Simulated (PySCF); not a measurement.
WF₆, optimised at GFN2-xTB:

```xyz
7

W     -0.0172     0.0162     0.0077
F     -0.0225     1.2289    -1.3726
F     -1.1532    -1.0707    -0.9430
F      1.1189     1.1031     0.9584
F     -1.4611     0.8668     0.7608
F     -0.0119    -1.1965     1.3879
F      1.4268    -0.8344    -0.7454
```

Computed with PySCF (xtb for GFN2) and rigid-rotor harmonic-oscillator thermochemistry at 1 bar. All species are closed-shell singlets. W: scalar-relativistic def2 core potential, no spin-orbit coupling.

Question: List the harmonic frequencies (cm⁻¹, unscaled) at this level and at the other levels, each on its own geometry.

Answer: 
- GFN2-xTB: 100, 100, 100, 221, 222, 222, 266, 266, 266, 406, 406, 432, 432, 432, 449
- PBE/def2-SVP: 126, 126, 127, 228, 229, 229, 296, 296, 296, 673, 673, 707, 707, 707, 730
- PBE0/def2-TZVP: 135, 136, 136, 249, 250, 250, 310, 310, 310, 685, 685, 723, 723, 723, 780
